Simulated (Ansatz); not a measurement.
Isolated molecules relaxed with PBE0-D4/def2-TZVP in Ansatz; ΔE leaves out vibrations. CCSD(T)/CBS adds triple-zeta CCSD(T) − MP2 to the extrapolated MP2 energy (def2 sets, frozen cores). This one scheme is used for every species. DFT in def2-TZVPP. For Ge outer-core shells are correlated without core-valence functions, which leaves a few kJ/mol of doubt a bond. Scalar relativity is left out up to krypton. One conformer a species, not always the lowest.

Consider the formal exchange of groups at a Ge–N bond: `N[SiH2][NH][GeH2][NH2]` + `NCCO` → `N[CH2][GeH2][NH2]` + `N[SiH2]NCO`.

```json
{"level": "PBE-D4", "ΔE (kJ/mol)": "58.1"}
{"level": "ωB97X-V", "ΔE (kJ/mol)": "67.4"}
```

What does CCSD(T)/CBS give? (An estimate is asked.)

Computed: +70.3 kJ/mol. The listed levels differ from it by -12.2, -2.9 kJ/mol.

Largest T1 diagnostic among the species: 0.011.

In def2-TZVPP, CCSD(T) changes the Hartree–Fock value by −5.9 kJ/mol (the triples alone add −0.5 kJ/mol) and MP2 by −3.6 kJ/mol. From PBE to PBE0 (25 % exact exchange), in def2-TZVPP and without D4, ΔE moves by +5.1 kJ/mol.
